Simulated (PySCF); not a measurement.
Ag²⁺: ionisation energy

Ag²⁺ [Kr] 4d9 (2D) → Ag³⁺ [Kr] 4d8 (3F), as a difference of total energies. Calculation: PySCF 2.14, in x2c-SVPall; the spin-free X2C one-electron Hamiltonian (Gaussian nucleus). Correlated levels: valence: [Kr] frozen. The calculations carry no spin-orbit coupling.

```json
{"method": "UHF", "ionisation energy (eV)": "33.012"}
{"method": "PBE0", "ionisation energy (eV)": "34.961"}
{"method": "M06-2X", "ionisation energy (eV)": "35.221"}
{"method": "MP2 (valence)", "ionisation energy (eV)": "34.415"}
{"method": "SCS-MP2 (valence)", "ionisation energy (eV)": "34.306"}
```

**Question.** How much does correlation contribute at MP2 (valence)?

**Answer.** 34.415 − (33.012) = 1.403 eV, measured against UHF.

The reference lies between the lowest fine-structure levels, while these numbers refer to the centres of the terms.

Errors of the correlated levels include the incompleteness of this basis and the frozen core.

For comparison: 34.8 ± 0.3 eV (semi-empirical (NIST evaluation); NIST Atomic Spectra Database, ionization energies).
